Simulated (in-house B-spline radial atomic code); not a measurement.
## Binding energies in neutral nitrogen

NIST's tabulated ground configuration is [He] 2s2 2p3; each binding energy is the energy of the ion with one electron taken from that subshell, relaxed, less that of the parent. Level of theory: Dirac-Hartree-Fock, average of configuration, Fermi nucleus of rms radius 2.5582 fm; calculated with an all-electron radial atomic-structure program (B-spline basis). Energies include first-order Breit, QED and recoil terms.

| subshell | X-ray name | binding energy (eV) | -ε (eV) | relaxation (eV) |
| --- | --- | --- | --- | --- |
| 1s | K | 411.9 | 426.6 | 14.5 |
| 2s | L1 | 24.43 | 26.25 | 1.82 |
| 2p | L2,3 | 12.2 | 13.83 | 1.63 |

Relaxation = -ε minus the binding energy without Breit, QED and recoil terms.

(1) What does it cost to remove both a 2s and a 2p electron?

(2) What does it cost to remove both a 1s and a 2p electron?

(3) What does it cost to remove two 2s electrons?

Answers

(1) 51.008 eV, which is 14.38 eV more than the two single binding energies together.

(2) 444.74 eV, which is 20.65 eV more than the two single binding energies together.

(3) 65.469 eV, which is 16.62 eV more than the two single binding energies together.
